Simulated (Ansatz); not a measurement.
`[NH2][Al]([NH2])[Br]` + `[SiH3][O][Ga]([Br])[Br]` → `[NH2][Al]([NH2])[O][SiH3]` + `[Br][Ga]([Br])[Br]`  (redistribution)

Calculated with Ansatz (gas phase, PBE0-D4/def2-TZVP geometries, no zero-point term in ΔE). CCSD(T)/CBS is the MP2 limit (def2-TZVPP, def2-QZVPP) plus CCSD(T) − MP2 in def2-TZVPP, frozen cores. Functionals use def2-TZVPP. B3LYP here is the variant with VWN-RPA as its local correlation; programs differ in this. HSE06 is defined as in plane-wave codes. For Br, Ga outer-core shells are correlated without core-valence functions, which leaves a few kJ/mol of doubt a bond. Scalar relativity is left out up to krypton. One conformer a species, not always the lowest.

```tsv
level	ΔE (kJ/mol)	difference from CCSD(T)/CBS
LDA (SPW92)	-44.5	-1.7
PBE-D4	-44.2	-1.4
revPBE-D4	-43.9	-1.1
r2SCAN-D4	-45.4	-2.6
B97M-V	-47.9	-5.1
r2SCANh-D4	-46.4	-3.6
r2SCAN0-D4	-47.5	-4.7
HSE06-D4	-46.0	-3.2
BHLYP-D4	-51.6	-8.8
CAM-B3LYP-D4	-48.6	-5.8
ωB97X-V	-42.8	0.0
ωB97M-V	-45.7	-2.9
B2PLYP	-47.2	-4.4
PBE-QIDH	-43.6	-0.8
PBE	-45.3	-2.5
revPBE	-45.3	-2.5
r2SCAN	-45.6	-2.8
PBE0	-47.1	-4.3
B3LYP	-52.4	-9.6
r2SCANh	-46.7	-3.9
HSE06	-46.9	-4.1
BHLYP	-53.0	-10.2
CAM-B3LYP	-49.7	-6.9
LC-ωPBE	-42.3	0.5
RPA@PBE/def2-TZVPP	-41.0	1.8
HF/def2-SVP	-46.7	-3.9
MP2/def2-SVP	-35.7	7.1
CCSD/def2-SVP	-38.3	4.5
CCSD(T)/def2-SVP	-36.6	6.2
HF/def2-TZVPP	-50.6	-7.8
MP2/def2-TZVPP	-40.9	1.9
SCS-MP2/def2-TZVPP	-42.0	0.8
CCSD/def2-TZVPP	-43.4	-0.6
CCSD(T)/def2-TZVPP	-41.5	1.3
HF/def2-QZVPP	-50.7	-7.9
MP2/def2-QZVPP	-41.7	1.1
SCS-MP2/def2-QZVPP	-42.6	0.2
HF/CBS(def2)	-50.7	-7.9
MP2/CBS(def2)	-42.2	0.6
CCSD/CBS(def2)	-44.7	-1.9
CCSD(T)/CBS	-42.8	0
```

Largest T1 diagnostic among the species: 0.011.

In def2-TZVPP, CCSD(T) changes the Hartree–Fock value by +9.1 kJ/mol (the triples alone add +1.9 kJ/mol) and MP2 by +9.7 kJ/mol. At CCSD(T), def2-SVP lies +6.2 kJ/mol from the extrapolated value and def2-TZVPP +1.3 kJ/mol. Leaving LDA and LC-ωPBE aside and taking each functional with its dispersion term where it has one, the values spread over 8.8 kJ/mol, from BHLYP-D4 to ωB97X-V.
